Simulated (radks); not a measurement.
Task: Radial electron density D(r) = 4 pi r^2 rho(r) of an atom or ion with 55 electrons. All-electron calculation, scalar-relativistic Kohn-Sham, LB94 model potential, spin-polarised, spherical densities, finite nucleus; Fermi nuclear charge, rms radius of each element as measured or else 0.836 A^(1/3) + 0.57 fm. Program: a radial shooting solver on a logarithmic mesh with Libxc functionals.

r (bohr),D(r) (e/bohr),spin D(r)
0.00145,4.237,0.000184
0.001981,7.077,0.000307
0.002706,11.57,0.000497
0.003697,18.37,0.000780
0.005051,28.02,0.00117
0.0069,40.49,0.00163
0.009352,54.05,0.00206
0.01278,66.17,0.00227
0.01745,71.92,0.00205
0.02384,69.11,0.00154
0.03257,63.36,0.00172
0.0445,67.18,0.00405
0.0608,83.97,0.00760
0.0824,93.70,0.00696
0.1126,79.76,0.00123
0.1538,67.42,0.00559
0.2101,77.94,0.0190
0.287,68.32,0.00688
0.3921,34.40,0.00700
0.5357,28.42,0.0421
0.726,29.89,0.0128
0.9918,16.21,0.0239
1.355,7.806,0.106
1.851,5.413,0.0561
2.529,2.620,0.0363
3.455,0.8012,0.184
4.72,0.2957,0.233
6.397,0.1294,0.127
8.739,0.02906,0.0290
11.94,0.002166,0.00217

What is the nuclear charge?

Result: Z = 55. The innermost maximum, from 1s, lies near gamma/Z bohr with gamma = sqrt(1 - (Z/c)^2) = 0.916, here 0.0167 bohr (found: 0.0183), and its height grows with Z. The density is that of neutral caesium in [Xe] 6s1; the configuration itself is not fixed sharply by these data, and Z only to a few units. D(r) has 4 maxima, at r = 0.0183, 0.0804, 0.229, 0.649 bohr, and minima at 0.0353, 0.151, 0.479 bohr, inside which lie 1.97, 11.19, 29.08 electrons.
